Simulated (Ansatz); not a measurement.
The cluster Mg5Zn⁻, relaxed as a doublet with UKS PBE/def2-SVPD in Ansatz, starting from the GFN1-xTB geometry. Force threshold 0.02 eV/Å.

The relaxation made no stability test and no search for a lower SCF solution. The structure comes from a short search, and lower isomers may exist.

Start:

```xyz
6

Mg   -0.3633    0.9655    0.3116
Mg   -0.1140   -4.0658   -0.0644
Mg   -1.0058   -1.1166   -1.2032
Mg    1.2118    2.8432    0.9844
Mg    0.4599   -1.2918    1.5073
Zn   -0.1886    2.6655   -1.5358
```

(1) Estimate the energy that the relaxation releases and the steps that it takes.

(2) Does the start keep its bonding?

(3) Predict the relaxed structure.

Answers

(1) 1.53 eV, in 24 steps; 54 s on 4 threads of INTEL XEON PLATINUM 8581C on a shared host. The force fell under the threshold at step 21, but the optimiser went on. No frequencies were taken in this run, so the end may be a saddle point.

(2) Bonds lost: Mg3–Mg5 (atoms count from 1). Bonds formed: Mg1–Mg2, Mg3–Zn6, Mg4–Mg5 (atoms count from 1).

(3) 
```xyz
6

Mg   -1.221    0.336    0.688
Mg   -0.289   -2.589    0.063
Mg   -1.204   -0.728   -2.259
Mg    1.364    2.103    0.950
Mg    1.355   -0.816    2.028
Zn   -0.005    1.693   -1.471
```
Bond lengths (bridged metal pairs left out): 7 × Mg–Mg 3.11 to 3.14 Å; 3 × Mg–Zn 2.81 to 2.83 Å.
